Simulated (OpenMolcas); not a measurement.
**d8 ions of charge +2 down a group with 4 sulfide ligands in tetrahedral coordination**

```yaml
Program: OpenMolcas
Method: CASSCF
Spin-orbit_coupling: state interaction with AMFI integrals over the reference wave functions
```

The d shell is active. Anionic complexes are neutralised by point charges behind the ligands. Distances were set from a Shannon-type radius of the metal (high-spin where two are listed) plus a fixed donor radius (S 1.78 Å). Ligand basis ANO-RCC-VDZP, DKH2 Hamiltonian. States (labels of Td). Energies in cm-1 above the lowest state or level, χT in cm3 K/mol; under a threefold ground state the first gap can be a small split of the lowest multiplet, not the spin-orbit step; 10Dq and B are least-squares fits to the states below 45000 cm-1, weighted by degeneracy, with a free offset, and given where the rms deviation is under 5 % of |10Dq| (or 100 cm-1) and under 700 cm-1; 10Dq is negative for this site. Spin-only χT is S(S+1) / 2 for the spin of the ground state.

```json
{"Ion": "Ni2+", "Shell": "3d8", "R (Å)": "2.33", "Metal basis": "ANO-RCC-VTZP", "Outer charge (e at Å behind ligand)": "1.5 at 2.8", "Ground state": "3T1", "First state of that spin": "3T2 937.5", "10Dq": "-1163", "B (rms of fit)": "1251 (56)", "First gap with spin-orbit (degeneracies)": "226.4 (1, 3)", "χT at 300 K": "3.177", "First state of another spin": "1T2 15948", "Spin-only χT": "1.000"}
{"Ion": "Pd2+", "Shell": "4d8", "R (Å)": "2.42", "Metal basis": "ANO-RCC-VDZP", "Outer charge (e at Å behind ligand)": "1.5 at 2.8", "Ground state": "3T1", "First state of that spin": "3T2 2567", "10Dq": "", "B (rms of fit)": "", "First gap with spin-orbit (degeneracies)": "519.6 (1, 3)", "χT at 300 K": "1.985", "First state of another spin": "1E 10092", "Spin-only χT": "1.000"}
```

The rows also differ in their metal basis, so part of each step comes from that.

Every ion keeps the highest spin of its shell. χT departs most from the spin-only value for Ni2+, by +2.177 cm3 K/mol.

An orbital triplet at a regular site is open to Jahn-Teller coupling, which can distort the site and quench the lowest spin-orbit gaps and is left out. Without dynamic correlation the repulsion within the d shell is too large (B by tens of per cent), so at a given field states of lower spin stand too high. The sulfide ions are held by bare point charges, a crude embedding. Ligand-to-metal charge-transfer states are missing. With no ligand orbital active B as a rule stays too high, so bands that hang on it stand too high and its fall with covalency is understated. With oxide or sulfide held by bare charges the field of late divalent 3d ions can come out several times too small, and g and χT far too large (holds for Ni2+). With metal d orbitals alone and no dynamic correlation the field as a rule comes out too small, by tens of per cent, by up to half for chloride and softer ligands, and with too little covalency χT stands high (holds for Ni2+). Real 4d8 and 5d8 ions are as a rule square planar and diamagnetic (holds for Pd2+). The least metal-like active orbital is 83 % on the metal (Löwdin) and no ligand orbital is active, so the numbers are rough (holds for Pd2+). With metal d orbitals alone the field can be off either way by tens of per cent (holds for Pd2+). No measured value stands beside these numbers; the geometry was imposed, not optimised, and the real ion may take another.
